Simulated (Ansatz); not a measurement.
C₂H₆OSi, SMILES `OC1C[SiH2]1`, relaxed with RKS PBE0-D4/def2-TZVP in Ansatz from a PBE-D4/def2-SVP geometry. The force threshold is 0.005 eV/Å; the program also tests the step.

Charge 0, multiplicity 1.

Start:

```xyz
10

O    -0.849    1.630    0.063
C    -0.698    0.259   -0.193
C     0.680   -0.241   -0.680
Si    0.243   -0.787    1.069
H    -0.739    2.091   -0.793
H    -1.562   -0.229   -0.697
H     0.704   -0.960   -1.518
H     1.458    0.540   -0.756
H    -0.165   -2.206    1.308
H     0.929   -0.095    2.199
```

| step | energy (eV) | largest force (eV/Å) | largest move (Å) |
| --- | --- | --- | --- |
| 1 | -12088.7497 | 0.600 | 0.000 |
| 2 | -12088.7916 | 0.349 | 0.028 |
| 3 | -12088.7986 | 0.057 | 0.018 |
| 4 | -12088.7990 | 0.027 | 0.006 |
| 5 | -12088.7992 | 0.029 | 0.008 |
| 6 | -12088.7992 | 0.024 | 0.009 |
| 7 | -12088.7994 | 0.010 | 0.010 |
| 8 (rejected) | -12088.7994 | 0.019 | 0.006 |
| 9 | -12088.7994 | 0.004 | 0.003 |

End:

```xyz
10

O    -0.841    1.625    0.043
C    -0.683    0.253   -0.176
C     0.686   -0.246   -0.669
Si    0.247   -0.785    1.051
H    -0.778    2.070   -0.809
H    -1.527   -0.224   -0.678
H     0.699   -0.926   -1.515
H     1.448    0.527   -0.725
H    -0.195   -2.172    1.308
H     0.943   -0.121    2.171
```

Run time 19 s (2 threads of an Intel Xeon 6975P-C on a shared host); peak host memory 0.36 GiB.
